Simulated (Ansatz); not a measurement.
CH3ClFNOSi at its PBE0-D4/def2-TZVP geometry, where that method's forces vanish. Total charge 0; spin multiplicity 1. The bonds changed during the relaxation, so this is another structure than the one it started from.

```
atom   x (Å)   y (Å)   z (Å)
  N1   1.341   0.062  -0.675
  C2   0.286  -0.577  -0.284
  O3  -1.968   0.393  -0.673
 Si4  -1.134   0.267   0.610
  F5  -0.418   1.547   1.259
 Cl6  -1.735  -0.849   2.212
  H7   1.953  -0.273  -1.406
  H8   1.536   0.982  -0.300
  H9   0.139  -1.552  -0.743
```

Q: For each bond, give half the difference of the two atoms' forces along it (eV/Å; positive pushes the atoms apart) under PBE-D4, r2SCAN-D4, B3LYP-D4, ωB97M-V in def2-TZVPP. (Best estimate.)

A: Computed: 
```json
{"bond": "N1–C2", "length (Å)": "1.294", "PBE-D4": "0.68", "r2SCAN-D4": "0.50", "B3LYP-D4": "0.26", "ωB97M-V": "-0.05"}
{"bond": "N1–H7", "length (Å)": "1.011", "PBE-D4": "0.02", "r2SCAN-D4": "-0.11", "B3LYP-D4": "-0.07", "ωB97M-V": "-0.03"}
{"bond": "N1–H8", "length (Å)": "1.012", "PBE-D4": "0.05", "r2SCAN-D4": "-0.10", "B3LYP-D4": "-0.07", "ωB97M-V": "-0.02"}
{"bond": "C2–Si4", "length (Å)": "1.878", "PBE-D4": "-0.48", "r2SCAN-D4": "-0.32", "B3LYP-D4": "-0.05", "ωB97M-V": "0.27"}
{"bond": "C2–H9", "length (Å)": "1.088", "PBE-D4": "0.01", "r2SCAN-D4": "-0.07", "B3LYP-D4": "-0.16", "ωB97M-V": "-0.12"}
{"bond": "O3–Si4", "length (Å)": "1.536", "PBE-D4": "0.89", "r2SCAN-D4": "0.34", "B3LYP-D4": "0.07", "ωB97M-V": "-0.25"}
{"bond": "Si4–F5", "length (Å)": "1.604", "PBE-D4": "0.33", "r2SCAN-D4": "-0.03", "B3LYP-D4": "0.14", "ωB97M-V": "0.16"}
{"bond": "Si4–Cl6", "length (Å)": "2.042", "PBE-D4": "-0.05", "r2SCAN-D4": "-0.01", "B3LYP-D4": "0.13", "ωB97M-V": "0.05"}
```

B3LYP here is the variant with VWN-RPA as its local correlation; programs differ in this.
